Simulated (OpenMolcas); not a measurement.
# Pt2+: effect of the metal basis

Pt2+ with its 6 nearest fluoride ions at 2.164 Å, on the Ca site of CsCaF3 (a = 4.526 Å, distance in the model lattice 2.263 Å). The rest of the host is ab initio model potentials to 7.6 Å and point charges beyond; the distance is set by hand and nothing relaxes.

```
Program             : OpenMolcas
Method              : SS-CASPT2, IPEA 0.25 Eh, imaginary shift 0.1 Eh (closed shells correlated: 5s 5p and the ligand valence shells)
Spin-orbit coupling : RASSI with atomic mean-field integrals over the reference wave functions
```

Fixed: ligand basis ANO-RCC-VDZP, active space 8 electrons in 5 orbitals (5d), DKH2 Hamiltonian.

States (labels of O, the rotations of Oh). Energies in cm-1 above the lowest state or level, χT in cm3 K/mol.

| Run | Metal basis | Ground state | First state of that spin | First gap with spin-orbit (degeneracies) | χT at 300 K | First state of another spin | Cost |
| --- | --- | --- | --- | --- | --- | --- | --- |
| A | ANO-RCC-VDZP | 3A2 | 3T2 17520 | 7840 (3, 2) | 1.729 | 1E 9110 | roughly 80 core-seconds |
| B | ANO-RCC-VTZP | 3A2 | 3T2 17140 | 7260 (3, 2) | 1.735 | 1E 8410 | roughly 2.6 core-minutes |

Against A, the first state of the same spin changes by -2.2 % in B.

Costs are those of the CASPT2 steps.

Roots that are degenerate in the reference are averaged as groups; the widest CASPT2 spread within a group is 410 cm-1 (the 3-fold group of multiplicity 3 near 17100 cm-1 above the lowest state of its run, B). Shifts and gaps below about the spread of the groups concerned are not significant. Over all roots computed the reference weight is 0.72 in A, 0.71 to 0.72 in B; a low but even weight reflects the number of correlated electrons. Real 4d8 and 5d8 ions are as a rule square planar and diamagnetic. Ligand-to-metal charge-transfer states are missing. With no ligand orbital active B as a rule stays too high, so bands that hang on it stand too high and its fall with covalency is understated. With one d shell and no ligand orbital active, 10Dq can be off by a tenth or more. No measured value stands beside these numbers; the geometry was set by hand and not optimised.
